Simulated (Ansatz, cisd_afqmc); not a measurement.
System: GaO, charge 0, doublet. GaO (SMILES [O]=[Ga], doublet).
B3LYP-D3(BJ)/def2-TZVP minimum from Ansatz (a first-principles code):
```xyz
2

Ga     0.0000     0.0000    -0.3530
O      0.0000     0.0000     1.3680
```
Charge 0, spin multiplicity 2.

Total energies in cc-pVDZ, 9 correlated electrons, 15 frozen orbitals. Radicals and triplets start from unrestricted determinants; spin-orbit coupling is neglected. Cores are frozen in correlated methods (noble-gas shells, and filled d and f shells in the p block). No relativity. The Monte Carlo rows (phaseless AFQMC, CISD trial, step 0.005/hartree) carry one-sigma bars that omit the constraint's bias. Outlying blocks are dropped, and bars are widened where a walk drifts. Over all cases where full CI ran beside it in this data, AFQMC minus full CI had a median of +0.1 mEh and passed +0.4 mEh in a tenth of the cases. The UHF reference of GaO ([O]=[Ga], doublet) is spin-contaminated (<S^2> up to 0.05 over the pure value in the sets run). The determinant of GaO ([O]=[Ga], doublet) is a saddle point of the SCF energy; a lower one exists, which strains HF and MP2.

```csv
method,program,energy (Eh),minus CCSDTQ (mEh)
HF,Ansatz,-1998.03606,243.99
MP2,Ansatz,-1998.23825,41.79
CCSD,Ansatz,-1998.26763,12.41
CCSD(T),Ansatz,-1998.27648,3.56
CCSDT(Q),Ansatz,-1998.28099,-0.95
CCSDTQ,Ansatz,-1998.28005,0.00
AFQMC/CISD,cisd_afqmc,-1998.2773 ± 0.0004,2.8 ± 0.4
```

Rough core times of Ansatz's runs on a shared machine: CCSD(T) 20 s, CCSDT(Q) 30 s, CCSDTQ 5 min.
